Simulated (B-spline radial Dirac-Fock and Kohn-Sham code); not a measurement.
Sn⁴⁺ 4d5/2: cross section and angular parameters

System: the Sn⁴⁺ ion, 1s2 2s2 2p6 3s2 3p6 3d10 4s2 4p6 4d10; threshold 75.90 eV (orbital energy of the model). These are calculated numbers from a radial B-spline solver; the model is Dirac-Hartree-Slater photoionisation with a Latter tail; cross sections with all multipoles, angular parameters from the dipole term and its interference with E2.

For linearly polarised light dσ/dΩ = σ/(4π) [1 + β P₂(cos θ) + (δ + γ cos²θ) sin θ cos φ], with θ from the polarisation vector and φ the angle between the beam and the projection of the electron momentum on the plane normal to the polarisation.

| hν (eV) | σ (kb) | β | γ | δ |
| --- | --- | --- | --- | --- |
| 98.7 | 1240 | 1.795 | -0.168 | 0.000 |
| 100 | 1120 | 1.835 | -0.179 | 0.001 |
| 121 | 241 | 1.189 | -0.362 | 0.055 |
| 132 | 190 | -0.123 | -0.204 | 0.068 |
| 138 | 194 | -0.612 | -0.095 | 0.064 |
| 426 | 305 | 1.076 | -0.023 | 0.001 |
| 465 | 270 | 1.130 | -0.028 | 0.003 |
| 600 | 178 | 1.243 | -0.019 | 0.010 |
| 685 | 138 | 1.281 | 0.000 | 0.015 |
| 800 | 99.7 | 1.310 | 0.034 | 0.020 |
| 868 | ? | ? | ? | ? |
| 1000 | 60.3 | 1.328 | 0.104 | 0.027 |
| 1190 | 39.6 | 1.325 | 0.175 | 0.034 |
| 1486.9 | 22.3 | 1.301 | 0.284 | 0.044 |
| 1600 | 18.3 | 1.290 | 0.323 | 0.048 |
| 2140 | 8.12 | 1.226 | 0.495 | 0.066 |
| 2560 | 4.78 | 1.176 | 0.610 | 0.080 |
| 2920 | 3.19 | 1.135 | 0.698 | 0.093 |
| 3050 | 2.79 | 1.120 | 0.727 | 0.097 |
| 6000 | 0.292 | 0.873 | 1.189 | 0.201 |
| 6090 | 0.277 | 0.867 | 1.199 | 0.204 |
| 6780 | 0.189 | 0.826 | 1.268 | 0.228 |
| 6830 | 0.184 | 0.823 | 1.273 | 0.230 |
| 7230 | 0.150 | 0.801 | 1.309 | 0.243 |
| 8560 | 0.0806 | 0.738 | 1.411 | 0.287 |
| 11700 | 0.0247 | 0.624 | 1.582 | 0.386 |
| 15000 | 0.00935 | 0.538 | 1.696 | 0.482 |

Q: Give the values at 868 eV.

A: σ = 83.3 kb, β = 1.320, γ = 0.057, δ = 0.022.
